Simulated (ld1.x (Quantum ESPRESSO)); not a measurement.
# caesium (Cs): variants of one TM semilocal potential

Base potential:

```
Element                 : Cs
Generator               : ld1.x (Quantum ESPRESSO) 7.5
Type                    : norm-conserving Troullier–Martins (semilocal form)
Functional              : PBEsol
Relativity              : scalar-relativistic
Frozen core             : [Kr] 4d10 5s2
Valence charge          : 7
Reference configuration : 5p6 5d0 6s0.75 6p0.25
Partial waves           : 6s (bound): rc 4.20 bohr; 5p (bound): rc 2.15 bohr; 5d (bound, empty): rc 4.20 bohr
Local potential         : the d channel
Core correction         : none
```

Occupied shells without a wave of their own: 6p. They enter only through the test configuration that unscreens the potential.

All-electron outer shells of the reference configuration (PBEsol, scalar-relativistic, ld1.x):

```tsv
shell	level (eV)	outermost node (bohr)	outermost maximum (bohr)
4d	-74.53	0.33	0.72
5s	-27.12	0.82	1.54
5p	-13.87	0.89	1.79
6s	-2.24	2.10	4.80
6p	-0.89	2.60	6.72
5d	-0.57	1.06	3.25
```

Cutoffs, loose and tight: the cutoffs (Ry, on a coarse ladder) from which the occupation-weighted sum of valence levels, in a spherical-Bessel basis at the reference potential, stays within 10 and 1 mRy of its value at 400 Ry. They do not see the model core or the augmentation charge, which bear on the density cutoff. Test errors are all-electron minus pseudo excitation energies from the reference, over the configurations 5p6 5d0 6s1 6p0; 5p6 5d0 6s0 6p0; 5p6 5d0 6s0.5 6p0; 5p6 5d0.5 6s0.5 6p0; 5p6 5d1 6s0 6p0; 5p5 5d0 6s1 6p0; 5p6 5d0 6s0 6p1. A dash means not determined; rows that change the core or the reference have their own tests.

A semilocal file is local in each channel, so a ghost entry of none says nothing of the separable form that plane-wave codes build from it.

| change | outcome | cutoff, loose | cutoff, tight | bound ghosts | largest test error (meV) |
| --- | --- | --- | --- | --- | --- |
| base | generated | 21 Ry | 45 Ry | none | no test is counted, since the test run did not reproduce the reference configuration |
| wave 5p (bound): rc 2.15 bohr becomes 5p (bound): rc 1.42 bohr | generated | 70 Ry | 200 Ry | none | no test is counted, since the test run did not reproduce the reference configuration |
| wave 5p (bound): rc 2.15 bohr becomes 5p (bound): rc 1.82 bohr | generated | 25 Ry | 50 Ry | none | no test is counted, since the test run did not reproduce the reference configuration |
| wave 5p (bound): rc 2.15 bohr becomes 5p (bound): rc 2.60 bohr | generated | 15 Ry | 21 Ry | none | no test is counted, since the test run did not reproduce the reference configuration |
| wave 5p (bound): rc 2.15 bohr becomes 5p (bound): rc 2.72 bohr | generated | 15 Ry | 21 Ry | none | no test is counted, since the test run did not reproduce the reference configuration |
| wave 5p (bound): rc 2.15 bohr becomes 5p (bound): rc 2.94 bohr | generated | 8 Ry | 18 Ry | none | no test is counted, since the test run did not reproduce the reference configuration |
| wave 5p (bound): rc 2.15 bohr becomes 5p (bound): rc 3.26 bohr | generated | 8 Ry | 12 Ry | none | no test is counted, since the test run did not reproduce the reference configuration |

Question: What comes out with this change to the base: wave 5p (bound): rc 2.15 bohr becomes 5p (bound): rc 2.12 bohr?

Answer: outcome: generated; cutoff, loose: 25 Ry; cutoff, tight: 45 Ry; bound ghosts: none; largest test error (meV): no test is counted, since the test run did not reproduce the reference configuration.

Question: What comes out with this change to the base: wave 5p (bound): rc 2.15 bohr becomes 5p (bound): rc 1.60 bohr?

Answer: outcome: generated; cutoff, loose: 45 Ry; cutoff, tight: 90 Ry; bound ghosts: none; largest test error (meV): no test is counted, since the test run did not reproduce the reference configuration.

Question: What comes out with this change to the base: wave 5p (bound): rc 2.15 bohr becomes 5p (bound): rc 2.36 bohr?

Answer: outcome: generated; cutoff, loose: 18 Ry; cutoff, tight: 35 Ry; bound ghosts: none; largest test error (meV): no test is counted, since the test run did not reproduce the reference configuration.

Reading the sweep of the p radius (base included, trends over the rows without a ghost): The loose cutoff falls from 70 Ry at 1.42 to 8 Ry at 3.26 bohr. A larger radius leaves more room for a smooth pseudo-wave, so fewer plane waves are needed; a smaller one forces it to follow the all-electron wave where it bends sharply.
